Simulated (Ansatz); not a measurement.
A search over several starts for the lowest SCF solution of Si19AsH32⁻ at the given spin, in a small basis.

```yaml
crystal:
  periodic: [false, false, false]
  atoms:
    - {symbol: Si, position_ang: [-4.361778, 1.693699, -0.620169]}
    - {symbol: Si, position_ang: [-2.027792, -4.002194, 1.752797]}
    - {symbol: Si, position_ang: [0.946254, -3.550900, -0.759854]}
    - {symbol: As, position_ang: [-1.611452, -0.827115, -0.550991]}
    - {symbol: Si, position_ang: [-1.262593, 1.616066, 1.787721]}
    - {symbol: Si, position_ang: [0.786804, -0.575915, 1.778575]}
    - {symbol: Si, position_ang: [0.862233, 1.565716, -0.363647]}
    - {symbol: Si, position_ang: [-1.683523, 4.405226, -0.820870]}
    - {symbol: Si, position_ang: [3.715861, -0.948936, -0.658678]}
    - {symbol: Si, position_ang: [4.038992, 2.008789, 1.939250]}
    - {symbol: Si, position_ang: [-3.135881, -2.374913, 0.454377]}
    - {symbol: Si, position_ang: [-3.300771, 0.084187, -1.976074]}
    - {symbol: Si, position_ang: [-2.843984, 2.981597, 0.647639]}
    - {symbol: Si, position_ang: [-0.689506, -2.443278, -2.046320]}
    - {symbol: Si, position_ang: [-0.307332, -5.067004, 0.538018]}
    - {symbol: Si, position_ang: [2.189607, -2.141651, 0.666687]}
    - {symbol: Si, position_ang: [-0.122636, 3.054385, -1.946448]}
    - {symbol: Si, position_ang: [2.418939, 0.583735, -1.882829]}
    - {symbol: Si, position_ang: [2.333905, 3.079515, 0.706345]}
    - {symbol: Si, position_ang: [5.154136, 0.353953, 0.675382]}
    - {symbol: H, position_ang: [-5.259752, 2.571202, -1.467210]}
    - {symbol: H, position_ang: [-5.276316, 0.930190, 0.312617]}
    - {symbol: H, position_ang: [-3.043568, -5.052005, 2.157776]}
    - {symbol: H, position_ang: [-1.481467, -3.397897, 3.018565]}
    - {symbol: H, position_ang: [1.845079, -4.375328, -1.660581]}
    - {symbol: H, position_ang: [-2.139048, 0.707150, 2.650816]}
    - {symbol: H, position_ang: [-0.590298, 2.561217, 2.774456]}
    - {symbol: H, position_ang: [-0.223509, -1.469372, 2.501306]}
    - {symbol: H, position_ang: [1.670611, -0.032864, 2.897223]}
    - {symbol: H, position_ang: [-2.624643, 5.154013, -1.742012]}
    - {symbol: H, position_ang: [-0.949864, 5.450132, -0.009407]}
    - {symbol: H, position_ang: [4.562472, -1.874328, -1.509726]}
    - {symbol: H, position_ang: [3.511027, 1.381567, 3.204558]}
    - {symbol: H, position_ang: [5.090996, 3.013864, 2.368878]}
    - {symbol: H, position_ang: [-3.982164, -3.107383, -0.563664]}
    - {symbol: H, position_ang: [-4.078184, -1.588605, 1.333326]}
    - {symbol: H, position_ang: [-4.285255, -0.940737, -2.497162]}
    - {symbol: H, position_ang: [-2.631487, 0.719503, -3.166972]}
    - {symbol: H, position_ang: [-3.735798, 3.822194, 1.549614]}
    - {symbol: H, position_ang: [-1.700010, -3.439459, -2.577476]}
    - {symbol: H, position_ang: [-0.104297, -1.714180, -3.227372]}
    - {symbol: H, position_ang: [-0.973958, -6.081062, -0.368273]}
    - {symbol: H, position_ang: [0.569788, -5.846967, 1.492039]}
    - {symbol: H, position_ang: [2.948834, -3.110010, 1.561559]}
    - {symbol: H, position_ang: [-0.872176, 2.276863, -3.006235]}
    - {symbol: H, position_ang: [0.864124, 3.931629, -2.696948]}
    - {symbol: H, position_ang: [1.701141, -0.150345, -2.993929]}
    - {symbol: H, position_ang: [3.346074, 1.574775, -2.565839]}
    - {symbol: H, position_ang: [1.621364, 4.021279, 1.650692]}
    - {symbol: H, position_ang: [3.064304, 3.959281, -0.287986]}
    - {symbol: H, position_ang: [6.000105, -0.506717, 1.589176]}
    - {symbol: H, position_ang: [6.121194, 1.066539, -0.246723]}
basis:
  gaussian: {orbitals: def2-SVP, fitting: {mean_field: def2-universal-jkfit}, initial_orbitals: start.molden}
total_charge: -1
magnetization: {spin_polarized: true, initial_magnetization: 2}
hamiltonian: {xc: pbe0, dispersion: d4}
output: {orbitals: {seedname: orbitals}}
```

The file start.molden holds the orbitals of an earlier run on this structure, at another level or in another basis.

```sh
$ ansatz run in.yaml --threads 2 --pin off --events-out ev --progress --plain --max-ram 31744MiB --backend cuda --devices 0, --max-vram 18GiB
```

Shortened log:

```
Functional definition: PBE0
3274 factors; integrals over basis functions are off by at most 3.3e-1 eV
mean field evaluation 1: about -210916.2732 eV, gradient 1.0e1 eV
mean field evaluation 2: about -210916.7123 eV, gradient 4.4e-1 eV
mean field evaluation 4: about -210916.6993 eV, gradient 5.3e-3 eV
mean field evaluation 8: about -210913.7865 eV, gradient 2.0e1 eV
mean field evaluation 16: about -210916.6992 eV, gradient 7.0e-2 eV
mean field -210916.69926100 eV, -7751.0457333684 hartree, gradient 2.5e-5 eV, S^2 2.007265; 1 other end points of the search recorded, 0 dependent functions left out
reference -210916.69933055 eV, -7751.0457359241 hartree; 167, 165 occupied and 367, 369 virtual orbitals, 3274 factors
Total energy: -210919.99531517 eV, -7751.1668611250 hartree
```

It took 10 s on 2 threads of AMD EPYC 7R13 on a shared host and a share (18 GiB) of an NVIDIA H100 80GB HBM3, peak host memory 1.3 GiB.

Single mean-field runs in def2-SVP are fitted with def2-universal-jkfit. At PBE0-D4/def2-SVP a singlet of charge -1 lies 1.78 eV below the triplet, each at its own geometry.
